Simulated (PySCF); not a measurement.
Spin-rotation constants: `InChI=1S/C5H9FSi/c1-4-2-5(6)7-3-4/h5H,1-3,7H2/t5-/m0/s1`

Cartesian coordinates in Å; atom numbers follow the order of the lines, from 1:
```xyz
16

C     2.044   -0.458    0.819
C     0.952   -0.244    0.106
C     0.018   -1.330   -0.354
Si   -1.724   -0.571   -0.186
C    -1.021    1.207    0.077
F    -1.656    2.155   -0.716
C     0.463    1.118   -0.291
H     2.681    0.349    1.141
H     2.355   -1.450    1.098
H     0.179   -2.248    0.206
H     0.230   -1.558   -1.401
H    -2.526   -0.637   -1.405
H    -2.450   -1.034    0.997
H    -1.142    1.568    1.104
H     0.540    1.229   -1.377
H     1.051    1.912    0.171
```

Computed, not measured: PySCF, GIAO PW91/pcSseg-1 magnetisability, rotational g tensor and spin-rotation constants, non-relativistic, gas phase. Geometry: GFN2-xTB.

(1) Give the nuclear spin-rotation constants along the inertial axes (H = +C I·J) beside the isotropic shieldings.

Results:

(1) Rotational constants 3.2764, 1.8087, 1.2679 GHz. A star marks the isotopologue with that one atom substituted, in its own axes.
| atom | isotope | Caa (kHz) | Cbb (kHz) | Ccc (kHz) | mean (kHz) | σ (ppm) |
| --- | --- | --- | --- | --- | --- | --- |
| F6 | 19F | 1.507 | 1.095 | 0.377 | 0.993 | 393.0 |
| H8 | 1H | -0.306 | 0.133 | -0.136 | -0.103 | 26.5 |
| H9 | 1H | 0.028 | -0.043 | -0.146 | -0.054 | 26.6 |
| H10 | 1H | -0.133 | -0.086 | -0.130 | -0.116 | 29.8 |
| H11 | 1H | -0.353 | -0.195 | 0.038 | -0.170 | 29.4 |
| H12 | 1H | -0.136 | -0.131 | -0.033 | -0.100 | 27.3 |
| H13 | 1H | -0.310 | -0.101 | 0.011 | -0.133 | 27.4 |
| H14 | 1H | -0.354 | -0.147 | 0.087 | -0.138 | 26.1 |
| H15 | 1H | -0.341 | -0.196 | 0.051 | -0.162 | 28.8 |
| H16 | 1H | -0.333 | 0.069 | -0.129 | -0.131 | 28.6 |
| C1 | 13C* | 0.931 | 0.753 | 0.235 | 0.640 | 66.2 |
| C2 | 13C* | 1.208 | 0.899 | 0.257 | 0.788 | 28.1 |
| C3 | 13C* | 0.584 | 0.209 | 0.218 | 0.337 | 160.0 |
| Si4 | 29Si* | -1.904 | -1.098 | -0.812 | -1.271 | 367.9 |
| C5 | 13C* | 0.681 | 0.512 | 0.402 | 0.531 | 84.5 |
| C7 | 13C* | 0.590 | 0.373 | 0.272 | 0.412 | 130.6 |

For the geometry as given, no vibrational averaging.
